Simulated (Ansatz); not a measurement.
Start from `[CH3][SbH][CH3]` and change one atom or group to get `[CH3][SbH2]`.

Ansatz, PBE0-D4/def2-TZVP geometries, multiplicity 1. 

Elements past krypton have def2 core potentials.

| property | `[CH3][SbH][CH3]` |
| --- | --- |
| size of the dipole moment (ωB97M-V/def2-TZVPP) / D | 0.69 |
| HOMO–LUMO gap (B3LYP/def2-TZVPP) / eV | 6.28 |
| zero-point energy (PBE0-D4/def2-TZVP) / kJ/mol | 208.4 |
| ideal-gas entropy at 298 K and 1 bar (rigid rotor, harmonic PBE0-D4/def2-TZVP) / J/(mol·K) | 326 |
| LUMO energy (B3LYP/def2-TZVPP) / eV | -0.24 |
| LUMO energy (PBE/def2-TZVPP) / eV | -0.72 |

Q: Give the same properties after the change, and the shifts. (Best estimate.)

A: Ansatz gave: 
| property | `[CH3][SbH2]` | shift |
| --- | --- | --- |
| size of the dipole moment (ωB97M-V/def2-TZVPP) / D | 0.69 | 0.00 |
| HOMO–LUMO gap (B3LYP/def2-TZVPP) / eV | 6.42 | 0.14 |
| zero-point energy (PBE0-D4/def2-TZVP) / kJ/mol | 130.4 | -78.0 |
| ideal-gas entropy at 298 K and 1 bar (rigid rotor, harmonic PBE0-D4/def2-TZVP) / J/(mol·K) | 284 | -42 |
| LUMO energy (B3LYP/def2-TZVPP) / eV | -0.46 | -0.22 |
| LUMO energy (PBE/def2-TZVPP) / eV | -0.95 | -0.23 |

With PBE0 the HOMO falls by 0.36 eV and the LUMO falls by 0.22 eV, so the gap widens by about 0.14 eV. PBE moves the HOMO by -0.35 eV and ωB97M-V by -0.36 eV. The zero-point energy changes by -78.0 kJ/mol with -9 modes. Dipoles are sizes alone; their direction can turn.

B3LYP here is the variant with VWN-RPA as its local correlation; programs differ in this.

Spin–orbit coupling is left out; it splits and shifts lone-pair levels of the heavy atoms by tenths of an eV.
